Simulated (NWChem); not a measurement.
The numbers come from NWChem runs, not from measurements. System: H6BP, charge 1, spin multiplicity 2, at the geometry of a parent with another charge or spin, in a state set for the comparison that need not be this species' ground state. Its SCF solution wasn't tested for a lower state.

Job file:

```
start mol
memory heap 200 mb stack 900 mb global 1100 mb
charge 1
geometry units angstroms nocenter noautoz
  B     -0.859792     1.096687     0.000000
  H     -0.569331     1.686608     1.026237
  H     -0.569331     1.686608    -1.026237
  H     -1.968347     0.590093     0.000000
  P      0.342594    -0.437011     0.000000
  H      1.739077    -0.192748     0.000000
  H      0.263993    -1.349413    -1.082218
  H      0.263993    -1.349413     1.082218
  symmetry group Cs
end
basis spherical
  * library sto-3g
end
dft
  xc xpbe96 cpbe96
  odft
  mult 2
  semidirect memsize 60000000 filesize 0
  iterations 100
end
task dft energy
```

The output up to the point where the run's verdict is printed (cleaned and shortened):

```
             Northwest Computational Chemistry Package (NWChem) 7.3.0
             --------------------------------------------------------

                                NWChem Input Module
                                -------------------

 Scaling coordinates for geometry "geometry" by  1.889725989
 (inverse scale =  0.529177249)

 Turning off AUTOSYM since
 SYMMETRY directive was detected!

                             Geometry "geometry" -> ""
                             -------------------------

 Output coordinates in angstroms (scale by  1.889725989 to convert to a.u.)

  No.       Tag          Charge          X              Y              Z
 ---- ---------------- ---------- -------------- -------------- --------------
    1 B                    5.0000    -0.85979200     1.09668700     0.00000000
    2 H                    1.0000    -0.56933100     1.68660800     1.02623700
    3 H                    1.0000    -0.56933100     1.68660800    -1.02623700
    4 H                    1.0000    -1.96834700     0.59009300     0.00000000
    5 P                   15.0000     0.34259400    -0.43701100     0.00000000
    6 H                    1.0000     1.73907700    -0.19274800     0.00000000
    7 H                    1.0000     0.26399300    -1.34941300    -1.08221800
    8 H                    1.0000     0.26399300    -1.34941300     1.08221800

 Effective nuclear repulsion energy (a.u.)      58.7615969117

            Nuclear Dipole moment (a.u.)
            ----------------------------
        X                 Y               Z
 ---------------- ---------------- ----------------
     0.0000075589     0.0000094486     0.0000000000

      Symmetry information
      --------------------

 Group name             Cs
 Group number              2
 Group order               2
 No. of unique centers     6

      Symmetry unique atoms

     1    2    4    5    6    7


 Summary of "ao basis" -> "" (spherical)
 ------------------------------------------------------------------------------
       Tag                 Description            Shells   Functions and Types
[...]
 d= 0,ls=0.5,diis    75   -365.0406244045 -4.11D-06  5.23D-06  3.31D-05    10.9
                                                     7.23D-05  2.63D-05
 d= 0,ls=0.5,diis    76   -365.0406304087 -6.00D-06  6.31D-06  3.02D-05    11.1
                                                     6.90D-05  2.43D-05
 d= 0,ls=0.5,diis    77   -365.0406353493 -4.94D-06  1.95D-05  2.84D-05    11.2
                                                     6.35D-05  2.28D-05
 d= 0,ls=0.5,diis    78   -365.0406382303 -2.88D-06  7.21D-06  2.86D-05    11.4
                                                     6.13D-05  2.24D-05
 d= 0,ls=0.5,diis    79   -365.0406419208 -3.69D-06  1.05D-05  2.75D-05    11.5
                                                     5.80D-05  2.14D-05
 d= 0,ls=0.5,diis    80   -365.0406450057 -3.08D-06  3.60D-06  2.68D-05    11.6
                                                     5.60D-05  2.07D-05
 d= 0,ls=0.5,diis    81   -365.0406484304 -3.42D-06  5.02D-06  2.56D-05    11.8
                                                     5.58D-05  1.96D-05
 d= 0,ls=0.5,diis    82   -365.0406524802 -4.05D-06  1.88D-05  2.35D-05    11.9
                                                     5.83D-05  1.82D-05
 d= 0,ls=0.5,diis    83   -365.0406576966 -5.22D-06  9.26D-06  2.01D-05    12.1
                                                     5.60D-05  1.60D-05
 d= 0,ls=0.5,diis    84   -365.0406618678 -4.17D-06  8.55D-06  1.78D-05    12.2
                                                     5.39D-05  1.44D-05
 d= 0,ls=0.5,diis    85   -365.0406655300 -3.66D-06  2.61D-06  1.59D-05    12.3
                                                     5.14D-05  1.32D-05
 d= 0,ls=0.5,diis    86   -365.0406685818 -3.05D-06  1.05D-06  1.46D-05    12.5
                                                     4.97D-05  1.22D-05
 d= 0,ls=0.5,diis    87   -365.0406713598 -2.78D-06  3.13D-06  1.34D-05    12.6
                                                     4.70D-05  1.12D-05
 d= 0,ls=0.5,diis    88   -365.0406736476 -2.29D-06  4.35D-06  1.27D-05    12.8
                                                     4.46D-05  1.05D-05
 d= 0,ls=0.5,diis    89   -365.0406756730 -2.03D-06  1.89D-06  1.20D-05    12.9
                                                     4.32D-05  9.88D-06
 d= 0,ls=0.5,diis    90   -365.0406776635 -1.99D-06  2.51D-06  1.13D-05    13.0
                                                     4.18D-05  9.26D-06
 d= 0,ls=0.5,diis    91   -365.0406796619 -2.00D-06  1.94D-06  1.05D-05    13.2
                                                     4.00D-05  8.59D-06
 d= 0,ls=0.5,diis    92   -365.0406813861 -1.72D-06  9.26D-07  9.85D-06    13.3
                                                     3.87D-05  8.05D-06
 d= 0,ls=0.5,diis    93   -365.0406830601 -1.67D-06  5.59D-06  9.19D-06    13.5
                                                     3.60D-05  7.51D-06
 d= 0,ls=0.5,diis    94   -365.0406842608 -1.20D-06  9.94D-07  8.96D-06    13.6
                                                     3.52D-05  7.20D-06
 d= 0,ls=0.5,diis    95   -365.0406856761 -1.42D-06  4.88D-06  8.39D-06    13.8
                                                     3.53D-05  6.73D-06
 d= 0,ls=0.5,diis    96   -365.0406872982 -1.62D-06  1.98D-06  7.53D-06    13.9
                                                     3.33D-05  6.14D-06
 d= 0,ls=0.5,diis    97   -365.0406885716 -1.27D-06  6.84D-07  7.02D-06    14.0
                                                     3.22D-05  5.73D-06
 d= 0,ls=0.5,diis    98   -365.0406897296 -1.16D-06  1.84D-06  6.58D-06    14.2
                                                     3.13D-05  5.37D-06
 d= 0,ls=0.5,diis    99   -365.0406908791 -1.15D-06  1.06D-06  6.07D-06    14.3
                                                     3.03D-05  4.98D-06
 d= 0,ls=0.5,diis   100   -365.0406919432 -1.06D-06  1.77D-06  5.62D-06    14.5
                                                     2.98D-05  4.63D-06
```

The run did not converge; its last values are not results. The next line reads: Calculation failed to converge. NWChem stopped with the message: dft energy failed.
